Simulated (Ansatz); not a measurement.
Relaxation of GeH₄O (6 atoms, charge 0, multiplicity 1), to a largest force component of 0.03 eV/Å in at most 50 steps.

Computed with RKS PBE/def2-SVP (Ansatz).

```xyz
6
Properties=species:S:1:pos:R:3:forces:R:3
Ge 0.230 -0.018 0.008 0.44 0.02 -0.28
O 0.732 -0.107 1.709 -0.52 -0.09 1.29
H 0.000 -0.166 2.350 -0.01 0.00 0.03
H 1.729 0.037 -0.308 0.08 0.07 -1.04
H -0.591 1.256 -0.343 0.00 0.01 0.00
H -0.527 -1.283 -0.490 0.00 -0.01 0.00
```

Task: Where does it end, and by what steps?

Result: The forces met the threshold. After 4 steps the energy has fallen by 0.244 eV; H4 moved furthest, 0.29 Å.

```json
{"step": "0", "energy less start (eV)": "0.0000", "largest force component (eV/Å)": "1.289", "accepted": "yes"}
{"step": "1", "energy less start (eV)": "-0.2110", "largest force component (eV/Å)": "0.251", "accepted": "yes"}
{"step": "2", "energy less start (eV)": "-0.2327", "largest force component (eV/Å)": "0.332", "accepted": "yes"}
{"step": "3", "energy less start (eV)": "-0.2429", "largest force component (eV/Å)": "0.088", "accepted": "yes"}
{"step": "4", "energy less start (eV)": "-0.2437", "largest force component (eV/Å)": "0.027", "accepted": "yes"}
```

```xyz
6
Properties=species:S:1:pos:R:3
Ge 0.316 -0.020 0.056
O 0.676 -0.116 1.822
H -0.150 -0.168 2.337
H 1.713 0.054 -0.599
H -0.523 1.252 -0.269
H -0.458 -1.285 -0.420
```

Time of the run: 6.8 s on 1 thread of Arm Neoverse V2, with other jobs on the host, peak memory 0.11 GiB.
